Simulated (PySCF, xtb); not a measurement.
C3H11ClSi2, SMILES C[Si](C)(Cl)C[SiH3].

GFN2-xTB in xtb at its own geometry gives an orbital gap of 5.72 eV and a dipole moment of 2.45 D.

Geometry: PBE0-D3(BJ)/def2-SVP. This is a generated structure with no PubChem entry under its InChIKey; it may be hypothetical. Other conformers were not sampled.

Q: What does HF/def2-TZVP (PySCF) give? (The exact figures need the calculation; the answer reports its results.)

A: gap 14.49 eV (levels -11.43 and 3.06 eV), dipole 2.63 D.
